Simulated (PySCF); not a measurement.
All values below come from PBE-D3(BJ)/def2-TZVP // CAM-B3LYP-D3(BJ)/def2-TZVP in PySCF. Gas-phase values, no solvent. One relaxed conformer stands for a flexible species; it need not be the lowest. Delta-SCF ions had no search for a lower state. 

Reference species (SMILES): `C(C#N)C(B)=C` (neutral, multiplicity 1).

```
Property                                  Result
--------------------------------------  --------
HOMO                                    -7.69 eV
vertical ionisation energy (Delta-SCF)  10.57 eV
S1 oscillator strength                     0.007
```

Changed species: `C(=C(\C)B)/C#N`.

Question: Give the shifts of the HOMO, vertical ionisation energy (Delta-SCF) and S1 oscillator strength.

Answer: the HOMO rises by 0.41 eV, to -7.28 eV; the vertical ionisation energy (Delta-SCF) falls by 0.37 eV, to 10.20 eV; the S1 oscillator strength stays essentially unchanged.
